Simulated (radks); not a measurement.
N II, 6 electrons, occupied as 2s2 2p2 3s2 (not the ground configuration).

Calculated with a radial shooting solver on a logarithmic mesh with Libxc functionals: Dirac Kohn-Sham, LDA (Slater exchange, Perdew-Wang correlation), spin-unpolarised, spherical densities, finite nucleus; open shells fill j = l - 1/2 first; Fermi nuclear charge, rms radius 2.5582 fm.

Energy parts (eV):
part                     energy
total                  -540.541
kinetic                 536.126
electron-nucleus      -1313.203
Hartree                 313.159
exchange-correlation    -76.623

Orbitals (lengths in bohr, moments of r in powers of bohr; r(max) is where P^2 peaks):
| orbital | occ. | eigenvalue (eV) | <r> | r(max) |
|---|---|---|---|---|
| 2s1/2 | 2 | -60.8981 | 0.9893 | 0.8162 |
| 2p1/2 | 2 | -53.2159 | 0.8578 | 0.6447 |
| 2p3/2 | 0 | -53.1424 | 0.8587 | 0.6454 |
| 3s1/2 | 2 | -11.4790 | 3.090 | 2.728 |
| 3p1/2 | 0 | -9.1078 | 3.222 | 2.789 |
| 3p3/2 | 0 | -9.1004 | 3.224 | 2.791 |
| 3d3/2 | 0 | -4.8663 | 3.787 | 3.108 |
| 3d5/2 | 0 | -4.8657 | 3.787 | 3.108 |

The highest occupied level is 3s1/2 at -11.479 eV. The configuration is held as typed, so some empty levels lie below it. The electron density at the nucleus is 22.81 e/bohr^3. Summed over all electrons, <r^2> = 25.93 bohr^2, which gives a Langevin (diamagnetic) susceptibility term of -20.5 x 10^-6 cm^3/mol. The density falls to 0.001 e/bohr^3 at r = 4.51 bohr.
